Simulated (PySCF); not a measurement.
Electronic structure of Ca (calcium, neutral) at the UHF level

Configuration: [Ar] 3d2, high-spin 3F determinant (an excited configuration). Calculation: PySCF 2.14, in def2-QZVPPD; the non-relativistic Hamiltonian (point nucleus).

* Total energy: -676.562604 hartree
* One-electron energy: -928.4123 hartree
* Hartree (Coulomb) energy: 287.1718 hartree
* Exchange energy: -35.3221 hartree
* Kinetic energy: 676.52585 hartree
* ⟨S²⟩: 2.0016
* ⟨L²⟩: 12.013
* Sum of ⟨r⟩: 20.50 bohr
* Sum of ⟨r²⟩: 53.59 bohr²
* Density at the nucleus (Gaussians lack the cusp): 5280 bohr⁻³
* Spin density at the nucleus: -0.335 bohr⁻³
* Langevin diamagnetic susceptibility: -42.4 ×10⁻⁶ cm³/mol

```
shell  electrons  mean orbital energy (eV)  rms radius, mean of both spins (bohr)
 1s β          1                   -4061.6                                 0.0896
 1s α          1                   -4061.6                                 0.0896
 2s α          1                   -454.26                                  0.395
 2s β          1                   -454.14                                  0.395
 2p α          3                   -367.49                                  0.363
 2p β          3                   -367.38                                  0.363
 3s α          1                   -57.931                                   1.26
 3s β          1                   -57.099                                   1.26
 3p α          3                   -34.016                                   1.41
 3p β          3                   -32.803                                   1.41
 3d α          2                    -2.630                                   4.33
```

Spin-orbit constants ζ (cm⁻¹) from the X2C one-electron operator on these orbitals (non-relativistic here): bare nucleus, nucleus screened by l(l+1)(2l+1)/3 electrons, and screened by the Breit-Pauli mean field of the electrons.

```json
{"shell": "2p", "bare": "20980", "screened nucleus": "18880", "mean field": "17910"}
{"shell": "3p", "bare": "1961", "screened nucleus": "1765", "mean field": "1658"}
{"shell": "3d", "bare": "36.82", "screened nucleus": "18.41", "mean field": "13.18"}
```

To first order the Landé constant is A = 6.590 cm⁻¹, so the lowest level has J = 2 and lies 0.00327 eV below the centre of the term. This holds in LS coupling only.
